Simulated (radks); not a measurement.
Ar+, 17 electrons, occupied as [Ne] 3s2 3p5. Method: scalar-relativistic Kohn-Sham, Slater X-alpha with alpha = 0.75, spin-polarised, spherical densities, point nucleus; open shells are filled with parallel spins first; computed with a radial shooting solver on a logarithmic mesh with Libxc functionals.

Unscreened Slater integrals over Kohn-Sham orbitals (hartree). They are taken over the spin-up orbitals.

\begin{tabular}{lr}
integral & value \\ \hline
F0(3p,3p) & 0.59114 \\
F2(3p,3p) & 0.29538 \\
F0(3p,3s) & 0.62449 \\
G1(3p,3s) & 0.41231 \\
F0(3p,2p) & 0.81022 \\
F2(3p,2p) & 0.14108 \\
G0(3p,2p) & 0.055906 \\
G2(3p,2p) & 0.056474 \\
F0(3s,3s) & 0.66383 \\
F0(3s,2p) & 0.88598 \\
G1(3s,2p) & 0.067619 \\
F0(2p,2p) & 2.4421 \\
F2(2p,2p) & 1.1356 \\
\end{tabular}

Derived for the open shells (J is the average intra-shell exchange parameter used in DFT+U). 3p: J = F2/5 = 0.05908 hartree.
